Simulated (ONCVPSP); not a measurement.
Potentials for oxygen compared

Generated with ld1.x 7.5 (TM, RRKJ, ultrasoft, PAW), atompaw 4.2 or ONCVPSP 4.0.1. The cutoff is in Ry: for ld1.x and atompaw files where the sum of valence levels is converged to 10 mRy in a Bessel basis, for ONCV files where the hardest occupied wave has 1 mHa per electron of residual kinetic energy. The error is the largest all-electron minus pseudo excitation energy over each file’s own four to seven test configurations (ionisations up to +4, promotions, holes and added fractions of an electron), all of which were solved. The labels leave out finer settings (local radius, basis sizes, second energies), which also bear on the numbers. Spin-polarised tests are not counted. The rows are a selection from randomly drawn settings: files with unsolved tests, undetermined cutoffs or missed reference levels are left out.

A true bound ghost makes a file unfit for plane-wave use even where its test errors are small: the radial tests pick states by their node count and pass the ghost by.

| potential | cutoff (Ry) | largest error (meV) | bound ghosts |
| --- | --- | --- | --- |
| ONCV, PBE, scalar-relativistic, rc 1.24/1.00/0.95 (spd), local smoothed, core correction yes, reference 2s2 2p4, qcut 7.9/9.1/10.5, projectors 1/1/2 | 97 | +444 | none |
| ONCV, PBEsol, scalar-relativistic, rc 0.60/1.50/1.45 (spd), local smoothed, core correction yes, reference 2s2 2p4, qcut 11.3/11.2/7.7, projectors 1/3/2 | 248 | +1456 | none |
| ONCV, PW91, scalar-relativistic, rc 0.65/1.80/1.45 (spd), local smoothed, core correction yes, reference 2s1.5 2p4.5, qcut 9.6/7.5/5.9, projectors 2/2/1 | 84 | +680 | none |
| ONCV, PBE, scalar-relativistic, rc 0.60/1.55/1.45 (spd), local smoothed, core correction yes, reference 2s2 2p2, qcut 10.7/8.1/6.8, projectors 3/2/2 | 486 | +590 | s, d |
| ONCV, BLYP, scalar-relativistic, rc 0.65/1.85/1.70 (spd), local smoothed, core correction yes, reference 2s2 2p4, qcut 11.6/8.9/5.5, projectors 2/2/1 | 87 | +1565 | none |
| ONCV, LDA (Perdew-Zunger), scalar-relativistic, rc 0.85/2.05 (sp), local smoothed, core correction yes, reference 2s2 2p3.5, qcut 7/6.7, projectors 1/1 | 236 | +7211 | none |
| ONCV, LDA (Perdew-Wang 92), scalar-relativistic, rc 0.85/2.05 (sp), local smoothed, core correction yes, reference 2s1.5 2p4.5, qcut 6.9/5.5, projectors 1/2 | 245 | +10803 | none |

Question: Fill in the row for O: ONCV, PBEsol, scalar-relativistic, rc 0.95/1.00 (sp), local smoothed, core correction yes, reference 2s2 2p3.5, qcut 6/8.3, projectors 3/2.

Answer: cutoff 302 Ry, largest error +57 meV, bound ghosts: s.

Question: Fill in the row for O: ONCV, PBEsol, scalar-relativistic, rc 0.95/2.15/1.75 (spd), local smoothed, core correction no, reference 2s2 2p4, qcut 7.2/8.2/6.2, projectors 2/2/3.

Answer: cutoff 121 Ry, largest error +2495 meV, bound ghosts: none.
